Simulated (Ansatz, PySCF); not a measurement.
The pair A = SiH4 (SMILES [SiH4]) (first 5 atoms), B = CH2F2 (SMILES FCF); geometry from B3LYP-D3(BJ)/def2-TZVP.
(charge 0, multiplicity 1):
```json
[
 {"atom": "Si", "x (Å)": "0.2395", "y (Å)": "-0.0475", "z (Å)": "0.1288"},
 {"atom": "H", "x (Å)": "-1.0134", "y (Å)": "0.2795", "z (Å)": "0.8484"},
 {"atom": "H", "x (Å)": "0.5110", "y (Å)": "-1.4968", "z (Å)": "0.2432"},
 {"atom": "H", "x (Å)": "1.3596", "y (Å)": "0.7287", "z (Å)": "0.7005"},
 {"atom": "H", "x (Å)": "0.0706", "y (Å)": "0.3069", "z (Å)": "-1.3000"},
 {"atom": "F", "x (Å)": "0.3538", "y (Å)": "-0.7614", "z (Å)": "3.3533"},
 {"atom": "C", "x (Å)": "-0.4643", "y (Å)": "0.1383", "z (Å)": "3.9719"},
 {"atom": "F", "x (Å)": "0.1200", "y (Å)": "1.3655", "z (Å)": "3.9079"},
 {"atom": "H", "x (Å)": "-0.5656", "y (Å)": "-0.1492", "z (Å)": "5.0195"},
 {"atom": "H", "x (Å)": "-1.4126", "y (Å)": "0.1722", "z (Å)": "3.4342"}
]
```

Frozen-core correlation. Rows in 6-31G* carry no dispersion term and start afresh at each structure (6-31G* with six Cartesian d functions).

Run with Ansatz (Gaussian basis) for Hartree–Fock, density functionals and correlated methods; PySCF for 6-31G* rows. 

Total energies (hartree), monomers frozen at their geometry in the pair:

| structure | B3LYP/6-31G* | B3LYP/def2-TZVPPD | MP2/aug-cc-pV(D+d)Z |
|---|---|---|---|
| AB | -530.8600315 | -531.0155596 | -529.8592353 |
| A in the pair's basis | -291.8837751 | -291.9173124 | -291.3723976 |
| B in the pair's basis | -238.9766640 | -239.0986356 | -238.4853549 |
| A | -291.8836130 | -291.9172703 | -291.3717898 |
| B | -238.9730899 | -239.0985788 | -238.4845144 |

Question: Work out the interaction energy without and with the counterpoise correction, and the superposition error, for each level.

Answer: 
E(AB) − E(A) − E(B), times 627.509 kcal/mol, with the monomers in their own basis and then in the pair's basis:
- B3LYP/6-31G*: -2.09 uncorrected, 0.26 corrected; the monomers gain 2.34 kcal/mol from borrowed functions
- B3LYP/def2-TZVPPD: 0.18 uncorrected, 0.24 corrected; the monomers gain 0.06 kcal/mol from borrowed functions
- MP2/aug-cc-pV(D+d)Z: -1.84 uncorrected, -0.93 corrected; the monomers gain 0.91 kcal/mol from borrowed functions

Ansatz is a first-principles code.
